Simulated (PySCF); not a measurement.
`BrC(Br)(Br)Br`. Computed with PBE0-D3(BJ)/def2-SVP geometry optimisation, gas phase in PySCF.

```
atom  x, y, z in Å
Br1   -1.3405   -0.0685    1.3797
C2     0.0061   -0.0071   -0.0073
Br3    1.5861    0.8825    0.6681
Br4   -0.6826    0.9677   -1.5303
Br5    0.4616   -1.8077   -0.5464
```

Q: What is the longest distance between nuclei?

A: 6 pairs, among them Br3···Br4, Br1···Br5 and Br4···Br5, 3.160 Å down to 3.158 Å.

Q: Where is the centre of mass (commonest isotopes), and what is the radius of gyration?

A: Mass 327.673 u; centre at (0.006, -0.007, -0.007) Å; Rg = √(Σ m r²/M) = 1.899 Å. As Ia + Ib + Ic = 2 Σ m r², the three principal moments sum to 2362.7 u·Å².

Q: Work out the bond lengths Br1–C2, C2–Br3, C2–Br4, C2–Br5 in Å.

A: For Br1–C2 the difference vector is (1.3466, 0.0614, -1.3870) Å, of length 1.9341 Å. Br1–C2 1.934; C2–Br3 1.935; C2–Br4 1.935; C2–Br5 1.934 Å.

Q: What is the repulsion energy of the bare nuclei, Σ ZA·ZB/RAB?

A: 1461.00 Eh over 10 pairs, with full nuclear charges and distances in bohr; the largest single term is 205.25 Eh (Br1 with Br4, or a pair equal to it).

Q: What are the angles Br1–C2–Br3, Br1–C2–Br5, Br4–C2–Br5, Br1–C2–Br4?

A: From the scalar product of the two bond vectors; for Br1–C2–Br3 it is -1.2455 Å² over 1.9341 × 1.9349 Å², cos θ = -0.3328. Br1–C2–Br3 109.4°; Br1–C2–Br5 109.5°; Br4–C2–Br5 109.5°; Br1–C2–Br4 109.4°.

Q: Write the matrix of distances between heavy atoms (Å, lower triangle).

A: 
```
Br1   0.000
C2    1.934  0.000
Br3   3.158  1.935  0.000
Br4   3.158  1.935  3.160  0.000
Br5   3.159  1.934  3.159  3.159  0.000
```

The point group is Td within 0.08 Å; differences among equivalent distances and angles are scatter left by the optimiser. No PBE0-D3(BJ)/def2-SVP frequencies stand behind this structure, so it isn't proved a minimum.

The run took 74 s on an Arm Neoverse V1 with one thread, no GPU, shared host, and the process peaked at 0.73 GiB of memory. That covers the optimisation of the geometry.
